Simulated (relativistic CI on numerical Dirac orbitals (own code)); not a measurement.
## Electric-dipole transitions in Cs XVII

These numbers are calculated, not measured: Dirac-Coulomb-Breit CI, separate exchange-only KLI orbitals for each configuration, a model potential for QED, unscaled Slater integrals (own radial code, finite nucleus).

Configurations in the expansion (outside the closed core [Ar] 3d10): 4s²4p⁶4d³, 4s²4p⁵4d⁴, 4s²4p⁶4d²4f, 4s4p⁶4d⁴, 4s²4p⁶4d²5s, 4s²4p⁶4d²5p, 4s4p⁶4d³4f, 4s²4p⁶4d4f5s, 4s²4p⁶4d²5d, 4s²4p⁶4d5s5p, 4s²4p⁶4d4f², 4s²4p⁶4f³, 4s²4p⁶4f²5s, 4s²4p⁶4f²5p, 4s4p⁶4d4f³, 4p⁶4d⁵, 4p⁵4d⁶, 4s²4p⁶4d5s², 4s²4p⁶4f5s², 4s²4p⁶5s²5p, 4s4p⁶4d4f5s². Double excitations out of closed p, d and f shells are left out; levels of such configurations are missing from the list, as are those of other unlisted configurations, and high levels can miss mixing partners. These lack a partner that the ground configuration has and come out too high: 4s²4p⁶4d²5d.

```
λ vac (nm)                  Lower                      Upper   A (s⁻¹)        gf  Branching (%)
    10.999    4s²4p⁶4d³ ⁴F3/2 [1]   4s²4p⁶4d²4f ²D°3/2 [189]  6.88e+09  4.99e-02           25.6
    11.060    4s²4p⁶4d³ ⁴F5/2 [2]   4s²4p⁶4d²4f ²D°5/2 [195]  5.48e+09  6.03e-02           26.4
    11.414    4s²4p⁶4d³ ⁴F3/2 [1]   4s²4p⁶4d²4f ²P°3/2 [160]  4.81e+09  3.75e-02           23.9
    11.488    4s²4p⁶4d³ ⁴F7/2 [3]   4s²4p⁶4d²4f ²H°9/2 [177]  2.33e+09  4.61e-02           21.7
    11.696    4s²4p⁶4d³ ⁴F7/2 [3]   4s²4p⁶4d²4f ²H°9/2 [164]  4.23e+09  8.67e-02           36.4
    11.733    4s²4p⁶4d³ ²H9/2 [9]     4s²4p⁵4d⁴ ⁴F°9/2 [187]  5.38e+09  1.11e-01           37.4
    11.769   4s²4p⁶4d³ ²D3/2 [10]   4s²4p⁶4d²4f ²D°3/2 [189]  9.37e+09  7.78e-02           34.9
    11.806    4s²4p⁶4d³ ⁴F5/2 [2]   4s²4p⁶4d²4f ²F°5/2 [144]  3.68e+09  4.61e-02           33.5
    11.825    4s²4p⁶4d³ ²H9/2 [9]     4s²4p⁵4d⁴ ²F°7/2 [181]  5.78e+09  9.69e-02           30.5
    11.982    4s²4p⁶4d³ ⁴F9/2 [5]    4s²4p⁵4d⁴ ⁴H°11/2 [151]  5.35e+09  1.38e-01           74.8
    12.022   4s²4p⁶4d³ ²G9/2 [14]     4s²4p⁵4d⁴ ²G°7/2 [191]  7.67e+09  1.33e-01           52.3
    12.061    4s²4p⁶4d³ ²G7/2 [7]   4s²4p⁶4d²4f ⁴G°5/2 [166]  5.69e+09  7.45e-02           42.4
    12.105  4s²4p⁶4d³ ²H11/2 [12]     4s²4p⁵4d⁴ ⁴F°9/2 [180]  5.99e+09  1.32e-01           62.5
    12.106    4s²4p⁶4d³ ²H9/2 [9]   4s²4p⁶4d²4f ²G°7/2 [165]  4.61e+09  8.10e-02           48.3
    12.118   4s²4p⁶4d³ ²G9/2 [14]    4s²4p⁵4d⁴ ²H°11/2 [188]  3.76e+09  9.93e-02           68.2
    12.160  4s²4p⁶4d³ ²H11/2 [12]   4s²4p⁶4d²4f ²H°9/2 [177]  5.72e+09  1.27e-01           53.1
    12.176    4s²4p⁶4d³ ²G7/2 [7]     4s²4p⁵4d⁴ ²F°5/2 [156]  1.21e+10  1.61e-01           70.8
    12.223   4s²4p⁶4d³ ²G9/2 [14]     4s²4p⁵4d⁴ ²F°7/2 [181]  7.86e+09  1.41e-01           41.4
    12.248  4s²4p⁶4d³ ²H11/2 [12]  4s²4p⁶4d²4f ⁴G°11/2 [173]  4.59e+09  1.24e-01           81.2
    12.359    4s²4p⁶4d³ ²H9/2 [9]     4s²4p⁵4d⁴ ²F°7/2 [146]  6.35e+09  1.16e-01           43.0
    12.393  4s²4p⁶4d³ ²H11/2 [12]   4s²4p⁶4d²4f ²H°9/2 [164]  5.62e+09  1.30e-01           48.5
    12.591  4s²4p⁶4d³ ²H11/2 [12]   4s²4p⁶4d²4f ²G°9/2 [152]  7.32e+09  1.74e-01           78.9
    12.655    4s²4p⁶4d³ ⁴F7/2 [3]     4s²4p⁵4d⁴ ⁴F°5/2 [107]  6.30e+09  9.07e-02           35.0
    12.795   4s²4p⁶4d³ ²G9/2 [14]     4s²4p⁵4d⁴ ²F°7/2 [146]  5.06e+09  9.94e-02           34.3
    12.875  4s²4p⁶4d³ ²H11/2 [12]     4s²4p⁵4d⁴ ²G°9/2 [134]  5.32e+09  1.32e-01           63.3
    13.175  4s²4p⁶4d³ ²H11/2 [12]    4s²4p⁵4d⁴ ²I°11/2 [120]  3.55e+09  1.11e-01           89.5
    13.311    4s²4p⁶4d³ ⁴F9/2 [5]      4s²4p⁵4d⁴ ⁴D°7/2 [83]  9.55e+09  2.03e-01           69.2
    13.395    4s²4p⁶4d³ ⁴F3/2 [1]      4s²4p⁵4d⁴ ⁴P°1/2 [53]  1.18e+10  6.34e-02           70.4
    13.595    4s²4p⁶4d³ ⁴F9/2 [5]      4s²4p⁵4d⁴ ²F°7/2 [71]  3.03e+09  6.72e-02           33.8
    13.634    4s²4p⁶4d³ ⁴F7/2 [3]      4s²4p⁵4d⁴ ⁴F°5/2 [62]  3.79e+09  6.34e-02           37.6
```

Terms are leading LS components. Brackets give the number of a level in order of energy, since labels repeat. The list gives strong lines, with weight on those to low levels, without lines whose two gauges differ by over a factor of 2.5, among the lowest 200 of 2199 levels, so that lines to higher ones, which can be the strongest, are missing. Levels whose partners in the same complex of configurations lie outside the list can be far off, and so can their lines. Rates are taken at the computed energies, electric ones in the length gauge.

At this charge energies of transitions that change n are usually good to better than 1 %, and those within a shell (Δn = 0) to a few per cent. Terms inside the open d or f shell come out 10 to 20 % too wide with unscaled integrals.

LS names give the leading component of a level, which can be under half, so a name can repeat, a term be missing and a line seem to break the LS rules.
